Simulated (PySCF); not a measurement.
## As²⁺ (arsenic, charge +2) across methods

[Ar] 3d10 4s2 4d1, 2D determinant (an excited configuration). All numbers are calculated (PySCF 2.14, scalar relativity through the core potential, in aug-cc-pVQZ-PP with ECP10MDF).

```json
{"method": "UHF", "E (hartree)": "-329.70409", "mean ε 4s α (eV)": "-39.927", "mean ε 4s β (eV)": "-39.496", "mean ε 4d α (eV)": "-13.910", "Σ⟨r²⟩ (bohr²)": "29.98", "⟨S²⟩": "0.751"}
{"method": "wB97X", "E (hartree)": "-330.9367", "mean ε 4s α (eV)": "-39.686", "mean ε 4s β (eV)": "-39.491", "mean ε 4d α (eV)": "-14.446", "Σ⟨r²⟩ (bohr²)": "28.40", "⟨S²⟩": "0.750"}
{"method": "wB97M-V", "E (hartree)": "-330.7128", "mean ε 4s α (eV)": "-39.597", "mean ε 4s β (eV)": "-39.264", "mean ε 4d α (eV)": "-14.369", "Σ⟨r²⟩ (bohr²)": "28.66", "⟨S²⟩": "0.750"}
{"method": "PBE", "E (hartree)": "-330.9169", "mean ε 4s α (eV)": "-35.872", "mean ε 4s β (eV)": "-35.451", "mean ε 4d α (eV)": "-12.501", "Σ⟨r²⟩ (bohr²)": "28.17", "⟨S²⟩": "0.751"}
{"method": "PBE0", "E (hartree)": "-330.8684", "mean ε 4s α (eV)": "-37.097", "mean ε 4s β (eV)": "-36.691", "mean ε 4d α (eV)": "-12.998", "Σ⟨r²⟩ (bohr²)": "28.41", "⟨S²⟩": "0.751"}
{"method": "MN15", "E (hartree)": "-331.3569", "mean ε 4s α (eV)": "-37.266", "mean ε 4s β (eV)": "-36.891", "mean ε 4d α (eV)": "-13.268", "Σ⟨r²⟩ (bohr²)": "28.31", "⟨S²⟩": "0.751"}
{"method": "r2SCAN", "E (hartree)": "-330.7660", "mean ε 4s α (eV)": "-36.083", "mean ε 4s β (eV)": "-35.947", "mean ε 4d α (eV)": "-12.500", "Σ⟨r²⟩ (bohr²)": "28.08", "⟨S²⟩": "0.751"}
{"method": "B97-3", "E (hartree)": "-330.9460", "mean ε 4s α (eV)": "-37.000", "mean ε 4s β (eV)": "-36.670", "mean ε 4d α (eV)": "-12.906", "Σ⟨r²⟩ (bohr²)": "28.52", "⟨S²⟩": "0.750"}
```

(1) Estimate the same row for LDA.

Energies and moments cover only the electrons outside the core potential. The outer electron is Rydberg-like, and this basis confines it to a smaller radius and binds it less than a complete one would.

Results:

(1) E (hartree) = -330.3870; mean ε 4s α (eV) = -36.383; mean ε 4s β (eV) = -35.945; mean ε 4d α (eV) = -12.287; Σ⟨r²⟩ (bohr²) = 28.17; ⟨S²⟩ = 0.750.
